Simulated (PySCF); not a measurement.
Relaxation of singlet Y₂Se

These are results of PySCF, PBE0, basis Se def2-TZVP, Y def2-TZVP with ECP28 (scalar-relativistic core potentials, no spin–orbit coupling, density fitting), not measurements. A (50,194) grid was used.

A start displaced from a saddle point along its imaginary mode, of C2v symmetry, held to at least that symmetry:

```xyz
3
charge 0 multiplicity 1, angstrom
Se    0.0000    0.2500    0.0000
Y     0.0000   -0.1124    2.5816
Y     0.0000   -0.1124   -2.5816
```

What does it relax to?

It ends at C2v with Se–Y 2.604 Å (×2), Y–Y 3.719 Å; Se–Y–Y 44.4° (×2), Y–Se–Y 91.1°. No frequency check is given, so it may be a saddle point. Other isomers or separated fragments may lie lower.

How much energy is released, and in how many steps?

20.9 kJ/mol in 42 steps.

Stability towards spin polarisation was not tested.

The relaxation took of the order of 11 core-minutes on a shared host.
